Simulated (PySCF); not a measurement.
Sn(Cl)3(NH2) (Cl₃H₂NSn), SMILES [NH2][Sn]([Cl])([Cl])[Cl].

The structure is a stationary point at B3LYP-D3(BJ)/def2-SVP. The structure was generated by enumeration; whether it is a known compound was not checked. The def2 effective core potentials stand for the cores of Sn; spin–orbit coupling is left out. The values are those of a single conformer.

Calculation: C-PCM-PBE0/def2-SVP in PySCF.

The values are the electrostatic part of the solvation free energy, E(continuum) − E(gas) at the gas-phase geometry, in a cavity of scaled van der Waals radii (PySCF's table); cavitation and dispersion terms are not included. A continuum can't describe solvent molecules that bind to the metal. In vacuum the orbital gap is 5.77 eV. The dipole moment in vacuum is 2.85 D.

```
solvent              ε  ΔG(elec) (kcal/mol)  dipole (D)  gap (eV)
---------------  -----  -------------------  ----------  --------
water            78.36                  ___         ___       ___
dichloromethane   8.93                 -5.9        3.60      5.59
chlorobenzene     5.70                 -5.4        3.54      5.61
```

Problem. What belongs in the gaps? (The exact figures need the calculation; the answer reports its results.)

Solution. 
- water, ΔG(elec) (kcal/mol): -6.7
- water, dipole (D): 3.71
- water, gap (eV): 5.56
